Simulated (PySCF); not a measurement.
Al(Cl)2(GeH3) (AlCl2GeH3), SMILES [Cl][Al]([Cl])[GeH3]. Atoms are numbered in the order given.

```xyz
7

Al     0.3880    -0.3315     0.3288
Cl     2.3831    -0.6443    -0.2464
Cl    -0.2307    -1.2719     2.1019
Ge    -1.1595     1.0290    -0.9983
H     -2.0175     1.9214    -0.0831
H     -0.4013     1.9213    -1.9962
H     -2.1116     0.1145    -1.7933
```

Geometry: PBE0-D3(BJ)/def2-SVP. The structure was generated by enumeration; whether it is a known compound was not checked.

Calculation: PBE/def2-TZVP in PySCF.

The total energy comes out as -3240.98193 hartree and the highest occupied level is -7.19 eV. The lowest empty level is -2.53 eV, the orbital gap is 4.66 eV and the dipole moment is 1.42 D. The quadrupole, principal values (traceless, Buckingham form, about the centre of nuclear charge) is -3.30, -3.07, 6.37 D·Å, the mean static polarisability comes out as 86.3 bohr³ (12.79 Å³) and the polarisability, principal values is 66.2, 88.8, 103.9 bohr³.
